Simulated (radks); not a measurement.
Problem. The mean radii <r> (bohr) of the occupied orbitals of an atom or ion are listed with their occupations. Calculated with a radial shooting solver on a logarithmic mesh with Libxc functionals: Dirac Kohn-Sham, PBEsol, spin-unpolarised, spherical densities, point nucleus.

orbital  occ.      <r>
1s1/2       2  0.08580
2s1/2       2   0.4131
2p1/2       2   0.3735
2p3/2       4   0.3759
3s1/2       2    1.255
3p1/2       2    1.332

Name the element and its charge. Open shells, if any, fill j = l - 1/2 first.

Solution. Z = 18, argon, charge +4: Ar4+ in [Ne] 3s2 3p2. The 1s radius gives Z: for a bare nucleus <r> = (2 gamma + 1)/(2Z) with gamma = sqrt(1 - (Z/c)^2), 0.08285 bohr for Z = 18, and screening makes it slightly larger (0.08580 here). The occupations add up to 14, and the charge is Z minus that.
